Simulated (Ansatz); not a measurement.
IIn (SMILES [In][I]), singlet, at a GFN2-xTB geometry (such geometries of metal compounds can be far from the true shape) (core potentials on I, In), with bond 2-1 at 1.4 times its length; SC-NEVPT2/def2-SVP, CASSCF(4,3) (Ansatz, a quantum-chemistry and plane-wave program).

Input for Ansatz:
Ansatz 0.2 input:
```yaml
crystal:
  periodic: [false, false, false]
  atoms:
    - {symbol: In, position_ang: [-0.00000000, -0.00000000, -1.44929866]}
    - {symbol: I, position_ang: [0.00000000, 0.00000000, 2.45560415]}
basis:
  gaussian:
    orbitals: def2-SVP
magnetization: {spin_polarized: false}
correlation: {method: sc_nevpt2, electrons: all, active_space: {window: {electrons: 4, orbitals: 3}}}
```

Output, abridged:

```
Functional definition: HF
673 factors; integrals over basis functions are off by at most 2.9e-4 eV
mean field evaluation 1: about -13221.0044 eV, gradient 1.4e1 eV
mean field evaluation 2: about -13221.0099 eV, gradient 1.4e1 eV
mean field evaluation 4: about -13222.1082 eV, gradient 1.2e0 eV
mean field evaluation 8: about -13222.1243 eV, gradient 1.0e-3 eV
mean field evaluation 16: about -13215.9678 eV, gradient 9.7e0 eV
mean field -13222.12434169 eV, -485.9041072794 hartree, gradient 2.0e-6 eV, S^2 0.000000; 1 other end points of the search recorded, 0 dependent functions left out
reference -13222.12434169 eV, -485.9041072794 hartree; 23, 23 occupied and 29, 29 virtual orbitals, 673 factors
state -13222.44464183 eV, -485.9158780924 hartree
state -13222.44464183 eV, -485.9158780924 hartree; corrected -13227.52387025 eV, -486.1025362939 hartree
state -13222.39799982 eV, -485.9141640303 hartree
state -13222.39799982 eV, -485.9141640303 hartree; corrected -13227.56214103 eV, -486.1039427191 hartree
state -13222.39799982 eV, -485.9141640303 hartree; corrected -13227.56214103 eV, -486.1039427191 hartree
WARN: the results are in doubt because another end's mean lies 0.047 eV lower, and its corrected mean 0.038 eV higher
Total energy: -13227.56214103 eV, -486.1039427191 hartree
In doubt: another end's mean lies 0.047 eV lower, and its corrected mean 0.038 eV higher
```
